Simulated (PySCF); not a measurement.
trans-(1S,2S)-1-ethenyl-2-fluorocyclopropane (C5H7F), SMILES C1[C@H](F)[C@@H]1C=C.

Coordinates come from a PBE0-D3(BJ)/def2-SVP optimisation. The values are those of a single conformer.

Two levels are set side by side: PBE/def2-TZVP (PySCF) and M06-2X/def2-TZVP (PySCF). Same geometry, gas phase. Differences are taken from unrounded values.

```json
[
 {"quantity": "orbital gap (eV)", "M06-2X": "9.28"},
 {"quantity": "highest occupied level (eV)", "M06-2X": "-8.19"},
 {"quantity": "lowest empty level (eV)", "M06-2X": "1.09"},
 {"quantity": "dipole moment (D)", "M06-2X": "1.70"},
 {"quantity": "mean polarisability (bohr³)", "M06-2X": "59.2"}
]
```

Problem. What does PBE give, and how far is it from M06-2X? (An estimate is asked for; the answer gives what the named calculation found.)

Solution. 
```csv
quantity,PBE,PBE minus M06-2X
orbital gap (eV),5.09,-4.18
highest occupied level (eV),-5.91,2.28
lowest empty level (eV),-0.81,-1.90
dipole moment (D),1.56,-0.14
mean polarisability (bohr³),61.6,2.5
```

PBE's occupied levels lie high since its potential decays too fast outside the molecule; exact exchange lowers them and widens the gap. PBE's more diffuse valence density responds more strongly to a field. Differences between two approximate levels are no errors against the true value.

Rough cost on one machine, each run with all the roots and properties that it gave: M06-2X against PBE about 3 times.
